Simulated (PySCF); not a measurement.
Isomers of C4H9FOSi. Theory: TDDFT PBE0/def2-SVPD, vertical, gas phase, core orbitals frozen in the response (PySCF). Geometries: GFN2-xTB; one conformer of each isolated species. Triplets are in the Tamm–Dancoff approximation.

**Question.** Rank by computed lowest singlet excitation energy, highest first.
A. `C/C(=C/O[SiH3])CF`
B. `C=C(CCF)[SiH2]O`
C. `C[C@@H]1C[C@H](F)[SiH2]O1`
D. `F[C@@H]1[C@H]([C@H]1[SiH3])OC`

**Answer.** D (7.00 eV), C (6.72 eV), B (6.07 eV), A (5.52 eV).

```tsv
SMILES	S1 (eV)	LUMO (eV)	gap (eV)	α (au)	first f ≥ 0.01 (nm)	S1 mainly
CO[C@@H]1[C@@H](F)[C@@H]1[SiH3]	7.00	0.53	8.14	78.3	177	H→L (88%)
C[C@@H]1C[C@H](F)[SiH2]O1	6.72	0.04	8.09	74.3	184	H→L (91%)
C=C(CCF)[SiH2]O	6.07	-0.63	7.25	78.5	185	H-1→L (96%)
C/C(=C/O[SiH3])CF	5.52	-0.10	6.66	82.2	198	H→L (98%)
```

H and L stand for HOMO and LUMO.

Mean S1 by what the SMILES shows (count): single bonds only 6.86 eV (2); a double or triple bond but no aromatic ring 5.80 eV (2).
